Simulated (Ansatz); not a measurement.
Abridged output of a molecular run in Ansatz:

```
Functional definition: HF
  name "HF"
  cite "Fock, Z. Phys. 61, 126 (1930) doi:10.1007/BF01340294"
  parent pbe
  exchange = exact_x
  correlation = 0
2521 factors; integrals over basis functions are off by at most 8.9e-4 eV
mean field evaluation 1: about -56404.5564 eV, gradient 4.9e1 eV
mean field evaluation 2: about -56404.6355 eV, gradient 4.9e1 eV
mean field evaluation 4: about -56409.6924 eV, gradient 4.3e0 eV
mean field evaluation 8: about -56409.7605 eV, gradient 4.5e-1 eV
mean field -56409.76144244 eV, -2073.0204971001 hartree, gradient 2.0e-6 eV, S^2 0.000000; 0 other end points of the search recorded, 0 dependent functions left out; unrestricted orbitals would lower it
12 core orbitals not correlated: weight in the atoms' cores, before any rotation towards them, 1.000 or more for the frozen orbitals, at most 0.000 for the correlated occupied ones
reference -56409.76144244 eV, -2073.0204971001 hartree; 16, 16 occupied and 382, 382 virtual orbitals, 2521 factors
second order -29.82124837 eV of doubles, -0.00000000 eV of singles
cycle   1  -28.72735770 eV  change     1.1e0 eV  update   1.2e-1
cycle   2  -29.46667963 eV  change   -7.4e-1 eV  update   3.8e-2
cycle   3  -29.61064703 eV  change   -1.4e-1 eV  update   2.0e-2
cycle   4  -29.58873715 eV  change    2.2e-2 eV  update   5.5e-3
cycle   5  -29.58657930 eV  change    2.2e-3 eV  update   3.2e-3
cycle   6  -29.58864242 eV  change   -2.1e-3 eV  update   1.1e-3
cycle   7  -29.58875211 eV  change   -1.1e-4 eV  update   6.2e-4
cycle   8  -29.58836891 eV  change    3.8e-4 eV  update   2.0e-4
cycle   9  -29.58837565 eV  change   -6.7e-6 eV  update   7.6e-5
cycle  10  -29.58842516 eV  change   -5.0e-5 eV  update   2.5e-5
cycle  11  -29.58839425 eV  change    3.1e-5 eV  update   9.2e-6
perturbative correction -1.17705739 eV, -0.0432560611 hartree
Total energy: -56440.52689407 eV, -2074.1511065940 hartree
```

Its atoms:

```xyz
9

N    -1.028   -1.169    0.895
C    -1.138    0.087    0.729
Ga    0.277    0.956   -0.361
N     1.509   -0.227   -0.946
H    -1.789   -1.548    1.465
H    -1.976    0.650    1.171
H     0.399    2.470   -0.725
H     1.435   -1.204   -0.715
H     2.312   -0.016   -1.512
```

Task: Which basis set was used?
A. def2-SVP
B. cc-pV(D+d)Z
C. cc-pV(T+d)Z
D. def2-QZVPP

Result: D. It gives 410 functions.

Task: Write the keys of the input that set method, charge and spin (a neutral closed shell needs none for the last two).

Result: 
```yaml
correlation: {method: ccsd_t}
```
